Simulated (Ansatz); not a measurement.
Ansatz (a program for electronic structure) input for C2H10FNSi2, SMILES CC[SiH2][Si@@H](N)F, PBE-D3(BJ)/def2-SVP. 

Ansatz 0.2 input:
```yaml
crystal:
  periodic: [false, false, false]
  atoms:
    - {symbol: C, position_ang: [-2.26350864, -0.09201061, -2.60384260]}
    - {symbol: C, position_ang: [-1.59827278, -0.50276196, -1.29387238]}
    - {symbol: Si, position_ang: [-0.34018737, 0.74221232, -0.62423018]}
    - {symbol: Si, position_ang: [0.68734277, -0.12978231, 1.28600751]}
    - {symbol: N, position_ang: [1.52117126, -1.55381707, 0.81178333]}
    - {symbol: F, position_ang: [1.66276527, 1.02347894, 1.92440652]}
    - {symbol: H, position_ang: [-2.81304183, 0.85678575, -2.49859894]}
    - {symbol: H, position_ang: [-2.98270131, -0.85151544, -2.94978705]}
    - {symbol: H, position_ang: [-1.52245905, 0.04897253, -3.40649673]}
    - {symbol: H, position_ang: [-2.35600275, -0.66782829, -0.50805770]}
    - {symbol: H, position_ang: [-1.07082324, -1.46626989, -1.40324358]}
    - {symbol: H, position_ang: [0.72463476, 0.98886389, -1.65365212]}
    - {symbol: H, position_ang: [-0.99698074, 2.05663732, -0.33404405]}
    - {symbol: H, position_ang: [-0.24181792, -0.51950075, 2.38565149]}
    - {symbol: H, position_ang: [2.11671633, -1.55514302, -0.00879013]}
    - {symbol: H, position_ang: [1.83990271, -2.23097797, 1.49628404]}
basis:
  gaussian:
    orbitals: def2-SVP
hamiltonian:
  xc: pbe
  dispersion: d3bj
relax: {f_tol: 0.002, max_steps: 200}
```

Program output:

```
WARN ansatz: RAYON_NUM_THREADS=2 ignored (pool sized by the plan → 2); use --threads N
Functional definition: PBE
integrals: 0.09 GiB planned
1608 factors; their error is unknown
mean field: 0.48 GiB planned
mean field evaluation 1: about -22159.4496 eV, gradient 8.7e1 eV
mean field evaluation 2: about -22114.7349 eV, gradient 1.5e2 eV
mean field evaluation 4: about -22175.6881 eV, gradient 1.4e1 eV
mean field evaluation 8: about -22176.0878 eV, gradient 3.4e-1 eV
mean field evaluation 16: about -22175.9795 eV, gradient 6.5e-4 eV
mean field -22175.97953904 eV, -814.9522166410 hartree, gradient 4.2e-5 eV, S^2 0.000000; 0 other end points of the search recorded, 0 dependent functions left out
the calculation of the forces begins
reference -22175.97958228 eV, -814.9522182300 hartree; 33, 33 occupied and 109, 109 virtual orbitals, 1608 factors
relax step   1: F+E_penalty+E_count = -22176.34563996 eV  Δ(F+E_penalty+E_count) = +0.000e0 eV  max|allowed force component| = 3.680e-1 eV/Å  Δτ_max = 0.0000 Å  (29 SCF iters, accepted)
these checks for a lower state are left out or cut short: starts, cluster_reference, orbital_swaps, neighbouring_geometries, increment
integrals: 0.09 GiB planned
1608 factors; their error is unknown
mean field: 0.48 GiB planned
mean field -22175.99961498 eV, -814.9529544182 hartree, gradient 1.4e-5 eV, S^2 0.000000; 0 other end points of the search recorded, 0 dependent functions left out
the calculation of the forces begins
reference -22175.99965843 eV, -814.9529560147 hartree; 33, 33 occupied and 109, 109 virtual orbitals, 1608 factors
relax step   2: F+E_penalty+E_count = -22176.36400667 eV  Δ(F+E_penalty+E_count) = -1.837e-2 eV  max|allowed force component| = 2.090e-1 eV/Å  Δτ_max = 0.0379 Å  (31 SCF iters, accepted)
these checks for a lower state are left out or cut short: starts, cluster_reference, orbital_swaps, neighbouring_geometries, increment
integrals: 0.09 GiB planned
1608 factors; their error is unknown
mean field: 0.48 GiB planned
mean field evaluation 32: about -22176.0027 eV, gradient 1.4e-5 eV
mean field -22176.00266580 eV, -814.9530665335 hartree, gradient 1.4e-5 eV, S^2 0.000000; 0 other end points of the search recorded, 0 dependent functions left out
the calculation of the forces begins
reference -22176.00270924 eV, -814.9530681300 hartree; 33, 33 occupied and 109, 109 virtual orbitals, 1608 factors
relax step   3: F+E_penalty+E_count = -22176.36658515 eV  Δ(F+E_penalty+E_count) = -2.578e-3 eV  max|allowed force component| = 4.626e-2 eV/Å  Δτ_max = 0.0289 Å  (31 SCF iters, accepted)
these checks for a lower state are left out or cut short: starts, cluster_reference, orbital_swaps, neighbouring_geometries, increment
integrals: 0.09 GiB planned
1608 factors; their error is unknown
mean field: 0.48 GiB planned
mean field -22176.00380482 eV, -814.9531083919 hartree, gradient 1.4e-5 eV, S^2 0.000000; 0 other end points of the search recorded, 0 dependent functions left out
the calculation of the forces begins
reference -22176.00384828 eV, -814.9531099890 hartree; 33, 33 occupied and 109, 109 virtual orbitals, 1608 factors
relax step   4: F+E_penalty+E_count = -22176.36778970 eV  Δ(F+E_penalty+E_count) = -1.205e-3 eV  max|allowed force component| = 3.435e-2 eV/Å  Δτ_max = 0.0237 Å  (31 SCF iters, accepted)
these checks for a lower state are left out or cut short: starts, cluster_reference, orbital_swaps, neighbouring_geometries, increment
integrals: 0.09 GiB planned
1608 factors; their error is unknown
mean field: 0.48 GiB planned
mean field -22176.00382719 eV, -814.9531092139 hartree, gradient 5.4e-6 eV, S^2 0.000000; 0 other end points of the search recorded, 0 dependent functions left out
the calculation of the forces begins
reference -22176.00387064 eV, -814.9531108106 hartree; 33, 33 occupied and 109, 109 virtual orbitals, 1608 factors
relax step   5: F+E_penalty+E_count = -22176.36790238 eV  Δ(F+E_penalty+E_count) = -1.127e-4 eV  max|allowed force component| = 2.264e-2 eV/Å  Δτ_max = 0.0023 Å  (24 SCF iters, accepted)
these checks for a lower state are left out or cut short: starts, cluster_reference, orbital_swaps, neighbouring_geometries, increment
integrals: 0.09 GiB planned
1608 factors; their error is unknown
mean field: 0.48 GiB planned
mean field -22176.00380775 eV, -814.9531084994 hartree, gradient 1.5e-5 eV, S^2 0.000000; 0 other end points of the search recorded, 0 dependent functions left out
the calculation of the forces begins
reference -22176.00385118 eV, -814.9531100957 hartree; 33, 33 occupied and 109, 109 virtual orbitals, 1608 factors
relax step   6: F+E_penalty+E_count = -22176.36805253 eV  Δ(F+E_penalty+E_count) = -1.502e-4 eV  max|allowed force component| = 6.396e-3 eV/Å  Δτ_max = 0.0121 Å  (31 SCF iters, accepted)
these checks for a lower state are left out or cut short: starts, cluster_reference, orbital_swaps, neighbouring_geometries, increment
integrals: 0.09 GiB planned
1608 factors; their error is unknown
mean field: 0.48 GiB planned
mean field -22176.00387905 eV, -814.9531111196 hartree, gradient 7.2e-6 eV, S^2 0.000000; 0 other end points of the search recorded, 0 dependent functions left out
the calculation of the forces begins
reference -22176.00392248 eV, -814.9531127159 hartree; 33, 33 occupied and 109, 109 virtual orbitals, 1608 factors
relax step   7: F+E_penalty+E_count = -22176.36805943 eV  Δ(F+E_penalty+E_count) = -6.904e-6 eV  max|allowed force component| = 1.621e-3 eV/Å  Δτ_max = 0.0027 Å  (23 SCF iters, accepted)
these checks for a lower state are left out or cut short: starts, cluster_reference, orbital_swaps, neighbouring_geometries, increment
integrals: 0.09 GiB planned
1608 factors; their error is unknown
mean field: 0.48 GiB planned
mean field evaluation 64: about -22176.0039 eV, gradient 1.3e-5 eV
mean field -22176.00393239 eV, -814.9531130799 hartree, gradient 1.3e-5 eV, S^2 0.000000; 0 other end points of the search recorded, 0 dependent functions left out
the calculation of the forces begins
reference -22176.00397583 eV, -814.9531146762 hartree; 33, 33 occupied and 109, 109 virtual orbitals, 1608 factors
relax step   8: F+E_penalty+E_count = -22176.36806159 eV  Δ(F+E_penalty+E_count) = -2.153e-6 eV  max|allowed force component| = 1.220e-3 eV/Å  Δτ_max = 0.0022 Å  (22 SCF iters, accepted)
integrals: 0.09 GiB planned
1608 factors; their error is unknown
mean field: 0.48 GiB planned
mean field -22176.00393239 eV, -814.9531130799 hartree, gradient 1.3e-5 eV, S^2 0.000000; 1 other end points of the search recorded, 0 dependent functions left out
the calculation of the forces begins
reference -22176.00397583 eV, -814.9531146762 hartree; 33, 33 occupied and 109, 109 virtual orbitals, 1608 factors
Total energy: -22176.36810502 eV, -814.9664961775 hartree
Atom 0 at    -2.267868    -0.096233    -2.614221 Å, force     0.000367     0.000693    -0.000603 eV/Å
Atom 1 at    -1.602547    -0.505142    -1.293981 Å, force     0.000428    -0.001220     0.000977 eV/Å
Atom 2 at    -0.340926     0.751494    -0.617927 Å, force    -0.000811    -0.000007    -0.000327 eV/Å
Atom 3 at     0.693787    -0.121381     1.298010 Å, force     0.000410     0.000986    -0.000229 eV/Å
Atom 4 at     1.504885    -1.569060     0.801928 Å, force     0.000090    -0.000809    -0.000215 eV/Å
Atom 5 at     1.693885     1.030713     1.941360 Å, force    -0.000589    -0.000006     0.000079 eV/Å
Atom 6 at    -2.825224     0.857847    -2.512475 Å, force    -0.000075     0.000192     0.000022 eV/Å
Atom 7 at    -2.988692    -0.863922    -2.965410 Å, force     0.000044    -0.000141     0.000141 eV/Å
Atom 8 at    -1.519216     0.047921    -3.420463 Å, force    -0.000029     0.000038    -0.000073 eV/Å
Atom 9 at    -2.366119    -0.672174    -0.502878 Å, force    -0.000027     0.000328    -0.000098 eV/Å
Atom 10 at    -1.065146    -1.473072    -1.397297 Å, force    -0.000337    -0.000363    -0.000339 eV/Å
Atom 11 at     0.730732     1.000629    -1.654782 Å, force    -0.000028    -0.000099     0.000007 eV/Å
Atom 12 at    -1.005254     2.074870    -0.332513 Å, force     0.000423     0.000298     0.000151 eV/Å
Atom 13 at    -0.237152    -0.518943     2.409247 Å, force     0.000282    -0.000109     0.000228 eV/Å
Atom 14 at     2.122097    -1.552268    -0.013814 Å, force    -0.000419     0.000577    -0.000014 eV/Å
Atom 15 at     1.839495    -2.243937     1.494732 Å, force     0.000272    -0.000359     0.000291 eV/Å
Dipole moment:    -0.014408    -0.453670    -0.194342 e Å
```

The calculation finished and met its thresholds.
